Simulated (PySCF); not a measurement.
Geometry (Å), atoms numbered from 1 in this order:
```xyz
15

O     2.3452   -1.1925   -0.0359
Si    0.9070   -0.8892    0.7549
C     0.3150    0.8999    0.8150
C    -0.7127    0.9568   -0.3243
C    -1.4738   -0.3713   -0.3540
N    -0.4949   -1.4163   -0.1137
H     2.3388   -0.9896   -0.9765
H     1.1398   -1.5283    2.0793
H     1.1109    1.6530    0.7156
H    -0.1750    1.0731    1.7897
H    -0.1856    1.0811   -1.2866
H    -1.4080    1.8062   -0.2303
H    -1.9788   -0.5047   -1.3272
H    -2.2730   -0.3583    0.4167
H    -0.8152   -2.3700   -0.2184
```

Geometry: PBE0-D3(BJ)/def2-SVP; GIAO shifts from PySCF 2.14, gas phase, non-relativistic, averaged over equivalent atoms.

At PBE0/pcSseg-1 (154 basis functions, 16 s wall time on 1 thread of an Arm Neoverse V1, shared host):
```tsv
atoms	δ (ppm)
O1	62.4
Si2	-6.3
C5	46.6
C4	27.1
C3	13.1
N6	54.2
H8	4.82
H13	3.05
H14	2.79
H12	1.79
H11	1.46
H15	1.04
H7	1.02
H9	0.63
H10	0.25
```

Referencing at the same level of theory: H2O for $^{17}$O (σ = 334.56 ppm); $^{29}$Si (σ = 351.99 ppm), $^{13}$C (σ = 184.41 ppm), $^{1}$H (σ = 31.27 ppm) against TMS; NH3 for $^{15}$N (σ = 265.67 ppm).

**Question.** Estimate the result of repeating the calculation with PBE/pcSseg-2.

**Answer.** 
| atoms | δ at PBE/pcSseg-2 | change |
| --- | --- | --- |
| O1 | 75.3 | +12.9 |
| Si2 | -8.3 | -2.0 |
| C5 | 50.6 | +4.0 |
| C4 | 29.5 | +2.4 |
| C3 | 16.0 | +2.9 |
| N6 | 66.9 | +12.7 |
| H8 | 5.24 | +0.42 |
| H13 | 3.35 | +0.30 |
| H14 | 3.07 | +0.28 |
| H12 | 2.04 | +0.25 |
| H11 | 1.69 | +0.23 |
| H15 | 1.69 | +0.65 |
| H7 | 0.69 | -0.33 |
| H9 | 0.90 | +0.27 |
| H10 | 0.43 | +0.18 |

Scale: $^{17}$O (σref 327.88) against H2O; $^{29}$Si (σref 323.43), $^{13}$C (σref 179.39), $^{1}$H (σref 31.18) vs TMS; NH3 for $^{15}$N (σref 261.04) (reference shieldings calculated alike).

The largest change is at O1 (oxygen bonded to Si, H). Cost: 349 basis functions, 81 s wall time on 1 thread of an Arm Neoverse V1, shared host. The order of the carbon signals is the same at both levels.

Experimental scales use liquid or dissolved standards, which lie at an offset from isolated NH3 (liquid NH3: subtract about 20 ppm) and H2O (liquid H2O: subtract about 36 ppm).
